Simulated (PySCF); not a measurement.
Telling isomers of C₄H₅NOSi apart by NMR

PySCF 2.14.0 with density-fitted response routines calculation with σ from GIAO-PBE0/pcSseg-1 and coordinates at the GFN2-xTB level; a single conformation, relativity neglected, no solvent, equivalent nuclei averaged.

Shifts are taken against calculated references (same method and geometry level): 1H (σref 31.72) and 13C (σref 186.93) vs TMS. Where no couplings were computed, multiplicities follow the n + 1 count of equivalent neighbours, and m marks all less simple cases (inequivalent or close neighbours, rings, F or P nearby). Shifts are as computed. Against solution values, carbons near 30 ppm lie about +3 ppm off and those near 130 ppm about +5 ppm (rms about the fit 2.1 ppm; single classes can miss by 10 ppm). Of 1328 compounds with measured shifts, 309 miss one by over three times the rms of a fit or turn the order of signals round; such compounds aren't used in these exercises. Signals without a measured value on file couldn't be tested in this way; 1H shifts scatter by 0.2 ppm about their fit, and single ones miss by 0.5 ppm.

(1) Tabulate the signals of `C=C(C#N)C(=O)[SiH3]`, `C=C[Si@H](C#N)C=O` and their relative energies.

(2) What is the quickest way to tell C=C(C#N)C(=O)[SiH3] from C=C[Si@H](C#N)C=O?

Results:

(1) 
```tsv
SMILES	carbon types	δC	δH	E rel. (kcal/mol)
C=C(C#N)C(=O)[SiH3]	3×C 1×CH2	225.8, 147.2, 127.5, 123.9	7.20 (br s, 1H), 6.54 (br s, 1H), 4.43 (s, 3H)	6.3
C=C[Si@H](C#N)C=O	1×C 2×CH 1×CH2	238.1, 152.6, 128.2, 122.4	12.09 (d, 1H), 6.99 (m, 1H), 6.61 (m, 1H), 6.51 (m, 1H), 4.88 (m, 1H)	0.0
```

Energies are electronic energies at PBE0/pcSseg-1 on these geometries, without zero-point or thermal terms, each for the one conformer computed, which needn't be the lowest.

(2) Both give the same number of carbon signals, but DEPT or the intensities differ. The first has a carbonyl carbon (C) at 225.8 ppm, the second a carbonyl carbon (CH) at 238.1 ppm. In the proton spectra the most deshielded non-exchanging signals are 7.20 (br s, 1H) and 12.09 (d, 1H).
